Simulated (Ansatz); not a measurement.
Several settings on one geometry of Al₇N₇ (that of the charge 0 singlet, r2SCAN-D4/def2-SVP). Ansatz on 2 threads of AMD EPYC 7R13 on a shared host and a share (18 GiB) of an NVIDIA H100 80GB HBM3; times are rough.

```xyz
14

Al   -3.105    1.150   -0.058
Al    1.086   -3.546    0.135
Al   -1.517   -1.083    0.083
Al    1.080   -1.085   -0.132
Al    1.088    1.514    0.050
Al   -1.142    3.109   -0.079
Al    3.544   -1.095    0.103
N    -3.196   -0.584    0.050
N    -2.854    2.861   -0.129
N    -0.262   -2.417    0.233
N     2.490   -2.501   -0.242
N     0.594    3.195    0.006
N     2.421    0.257    0.197
N    -0.226    0.224   -0.216
```

Totals from different functionals, basis sets or treatments of relativity can't be compared as stabilities.

At PBE0-D4/def2-TZVP a triplet lies 0.10 eV below the restricted singlet of charge 0.

The spins typed aren't always the lowest for that charge.

**Question.** Give the basis size and estimate the energy, ⟨S²⟩, dipole and time of these runs.

```
run                         method  charge    state                                                                                                                                                                further keys
  1            RKS ωB97/def2-TZVPP       0  singlet                                                                                                                   fitting: {mean_field: def2-universal-jkfit}; forces asked
  2               UKS PBE0/pcseg-2       1  doublet                                                                      fitting: {mean_field: def2-universal-jkfit}; scf: {omitted_lower_state_checks: [starts]}; forces asked
  3  RKS r2SCAN50-D3(BJ)/def2-SVPD       0  singlet  fitting: {mean_field: cc-pVTZ-jkfit}; point_charges: [{charge: 2.00, position_ang: [6.079, 0.280, -0.184]}]; accuracy: high; scf: {lower_state_search: full}; forces asked
  4        UKS CAM-B3LYP/def2-SVPD       0  triplet                                                  final_grid: {core_spheres: 20, valence_spheres: 16, degree: 47}; scf: {omitted_lower_state_checks: [starts]}; forces asked
```

**Answer.** 
```tsv
run	functions	energy (Eh)	⟨S²⟩	dipole (D)	wall time
1	511	-2080.5140	–	19.78	24 s
2	448	-2079.2299	0.90	–	28 s
3	308	-2079.5623	–	43.56	38 s
4	308	-2079.5226	2.06	8.65	38 s
```

The restricted singlet is unstable towards broken spin symmetry at other levels; at RKS ωB97/def2-TZVPP, RKS r2SCAN50-D3(BJ)/def2-SVPD this wasn't settled. At UKS PBE0/pcseg-2 the charge 1 doublet is spin-contaminated (final ⟨S²⟩ up to 0.90, 0.75 for a pure state).
